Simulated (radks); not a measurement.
Species: Zn. Configuration: [Ar] 3d10 4s1.75 4p0.25 (fractional occupations, a model configuration). All-electron calculation, non-relativistic Kohn-Sham, PBE, spin-polarised, spherical densities, point nucleus; open shells are filled with parallel spins first. Program: a radial shooting solver on a logarithmic mesh with Libxc functionals.

Unscreened Slater integrals over Kohn-Sham orbitals (eV). They are taken over the spin-up orbitals.

| integral | value |
|---|---|
| F0(4p,4p) | 5.9200 |
| F2(4p,4p) | 2.8710 |
| F0(4p,4s) | 7.0805 |
| G1(4p,4s) | 4.0221 |
| F0(4p,3d) | 8.0900 |
| F2(4p,3d) | 1.1982 |
| G1(4p,3d) | 0.50748 |
| G3(4p,3d) | 0.38485 |
| F0(4p,3p) | 8.1668 |
| F2(4p,3p) | 0.87302 |
| G0(4p,3p) | 0.17702 |
| G2(4p,3p) | 0.19656 |
| F0(4s,4s) | 9.2283 |
| F0(4s,3d) | 11.926 |
| G2(4s,3d) | 1.2393 |
| F0(4s,3p) | 12.155 |
| G1(4s,3p) | 0.56498 |
| F0(3d,3d) | 28.425 |
| F2(3d,3d) | 12.818 |
| F4(3d,3d) | 7.9160 |
| F0(3d,3p) | 31.004 |
| F2(3d,3p) | 14.400 |
| G1(3d,3p) | 17.754 |
| G3(3d,3p) | 10.731 |
| F0(3p,3p) | 34.284 |
| F2(3p,3p) | 17.095 |

Derived for the open shells (J is the average intra-shell exchange parameter used in DFT+U). 4p: J = F2/5 = 0.5742 eV.
